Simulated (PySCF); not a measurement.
GeH₂S₂, SMILES [SH][Ge][SH] (connectivity only; charge and spin as stated), neutral, multiplicity 1.

Geometry: PBE0-D3(BJ)/def2-TZVP. The values are those of a single conformer.

Vertical ionisation energy (IE) and electron affinity (EA) in eV. Rows of orbital energies are one-electron estimates. Where ΔSCF, EOM or ADC give a negative EA the extra electron is unbound and the value depends on the basis.

| level | IE | EA |
|---|---|---|
| −ε(HOMO), −ε(LUMO), M06-2X/def2-TZVPD (PySCF) | [?] | [?] |
| ADC(2)/aug-cc-pVDZ (PySCF) | 8.84 | 0.69 |

Problem. Complete the blanks. (The exact figures need the calculation; the answer reports its results.)

Solution. 
- −ε(HOMO), −ε(LUMO), M06-2X/def2-TZVPD (PySCF), IE: 8.15
- −ε(HOMO), −ε(LUMO), M06-2X/def2-TZVPD (PySCF), EA: 1.51

Problem. Beyond the first one, list the lowest photoelectron lines from PySCF 2.14.0 with ADC(2)/aug-cc-pVDZ with their pole strengths (two spins summed). (An estimate is asked for; the answer gives what the named calculation found.)

Solution. 9.12 eV (1.77), 10.24 eV (1.76), 11.05 eV (1.77), 12.87 eV (1.76), 13.39 eV (1.72).
